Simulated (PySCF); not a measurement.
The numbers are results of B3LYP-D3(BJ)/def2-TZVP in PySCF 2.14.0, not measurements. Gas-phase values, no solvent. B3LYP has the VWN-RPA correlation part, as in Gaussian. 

Reference species (SMILES): `[SiH](Br)(Br)Br` (neutral, multiplicity 1).

```json
{
  "dipole_moment": "0.69 D"
}
```

Changed species: `Br[SiH2]Br` (whole molecule; the reference has whole molecule).

### Question
What does the change do to the dipole moment?

### Answer
the dipole moment increases by 0.45 D, to 1.14 D.
